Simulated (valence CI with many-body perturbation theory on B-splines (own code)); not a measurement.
E1 line list for Bi68+

Calculated by relativistic CI+MBPT: five valence electrons over a frozen Dirac-Fock core [Ne], a basis of 9 s, 9 p, 8 d, 6 f, 3 g, 1 h functions for each j, with the one-electron correlation potential Σ1, the two-electron term Σ2, the three-electron term Σ3, Breit, model QED; selected CI, second order for the rest (own B-spline code, finite nucleus).

No measured spectrum was set against this ion. As an estimate, large intervals hold to a few tenths of a per cent, small ones and those within an open d or f shell to about a per cent. Among the levels kept, up to 610 cm⁻¹ of a level comes from second order outside the variational space, and about a tenth of that is noise between levels of different J, which matters for small intervals.

Lines 201 to 215 of 215 in falling wavelength, among levels below 10925 × 10³ cm⁻¹, chosen from the strongest by gf and those to the six lowest levels. Wavelengths and rates use the calculated energies. Electric multipoles are in the length gauge, E1 and E2 with the static RPA response of the core. Weak lines are less certain than strong ones. Lines between different terms over intervals too small for the method are left out, as are lines whose strength nearly cancels. The highest levels of a list are the least certain.

Levels are named by their leading jj configuration (3d3/2^4 stands for four electrons in 3d with j = 3/2), which in mixed levels can hold well under half, so a name can repeat and another be missing. Letters in brackets count levels of one name in rising energy.

| λ vac (Å) | Upper | Lower | A (s⁻¹) | log gf | Branch % |
| --- | --- | --- | --- | --- | --- |
| 12.72 | (3s^2 3p3/2^3) J=3/2 | (3s^2 3p1/2^2 3d3/2) J=3/2 | 1.74e+10 | -2.77 | 39.8 |
| 12.63 | (3s 3p1/2^2 3p3/2 3d5/2) J=3/2 [a] | (3s^2 3p1/2^2 3d3/2) J=3/2 | 3.79e+11 | -1.44 | 35.5 |
| 12.31 | (3s 3p1/2^2 3p3/2 3d5/2) J=1/2 | (3s^2 3p1/2^2 3d3/2) J=3/2 | 1.37e+10 | -3.21 | 2.2 |
| 12.26 | (3s 3p1/2^2 3p3/2 3d5/2) J=5/2 [b] | (3s^2 3p1/2^2 3d3/2) J=3/2 | 1.64e+08 | -4.65 | 0.0 |
| 12.22 | (3s 3p1/2^2 3p3/2 3d5/2) J=3/2 [b] | (3s^2 3p1/2^2 3d3/2) J=3/2 | 1.05e+10 | -3.03 | 0.4 |
| 12.15 | (3s^2 3p1/2 3p3/2 3d5/2) J=3/2 [a] | (3s^2 3p1/2^2 3p3/2) J=3/2 | 5.22e+10 | -2.34 | 13.1 |
| 12.10 | (3s^2 3p1/2 3p3/2 3d5/2) J=5/2 [a] | (3s^2 3p1/2^2 3p3/2) J=3/2 | 1.92e+10 | -2.60 | 5.9 |
| 12.05 | (3s^2 3p1/2 3d3/2 3d5/2) J=5/2 [a] | (3s^2 3p1/2^2 3d3/2) J=3/2 | 5.92e+08 | -4.11 | 0.1 |
| 11.97 | (3s^2 3p1/2 3d3/2 3d5/2) J=3/2 | (3s^2 3p1/2^2 3d3/2) J=3/2 | 5.34e+10 | -2.34 | 6.6 |
| 11.93 | (3s^2 3p1/2 3d3/2 3d5/2) J=1/2 | (3s^2 3p1/2^2 3d3/2) J=3/2 | 7.10e+05 | -7.52 | 0.0 |
| 11.86 | (3s^2 3p1/2 3p3/2 3d5/2) J=5/2 [b] | (3s^2 3p1/2^2 3p3/2) J=3/2 | 1.06e+08 | -4.87 | 0.0 |
| 11.71 | (3s^2 3p1/2 3p3/2 3d5/2) J=3/2 [b] | (3s^2 3p1/2^2 3p3/2) J=3/2 | 5.57e+10 | -2.34 | 8.9 |
| 11.67 | (3s^2 3p1/2 3p3/2 3d5/2) J=1/2 | (3s^2 3p1/2^2 3p3/2) J=3/2 | 9.20e+10 | -2.43 | 10.7 |
| 11.48 | (3s^2 3p1/2 3d3/2 3d5/2) J=5/2 [b] | (3s^2 3p1/2^2 3d3/2) J=3/2 | 3.03e+09 | -3.44 | 0.0 |
| 9.168 | (3s 3p1/2^2 3d3/2^2) J=3/2 | (3s^2 3p1/2^2 3p3/2) J=3/2 | 7.21e+06 | -6.44 | 0.0 |
